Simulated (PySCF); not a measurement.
Be(NH2)(NMe2) (C2H8BeN2), SMILES C[N](C)[Be][NH2].

Coordinates come from a PBE0-D3(BJ)/def2-SVP optimisation. The values are those of a single conformer.

Computed with PBE/def2-TZVP (PySCF).

Gas-phase values at a fixed geometry.

Computed frontier levels, gap, dipole moment and polarisability:
- highest occupied level = -4.77 eV
- lowest empty level = -0.65 eV
- orbital gap = 4.12 eV
- dipole moment = 0.50 D
- quadrupole, principal values (traceless, Buckingham form, about the centre of nuclear charge) = -2.43, -0.29, 2.72 D·Å
- mean static polarisability = 60.8 bohr³ (9.01 Å³)
- polarisability, principal values = 49.0, 58.0, 75.5 bohr³
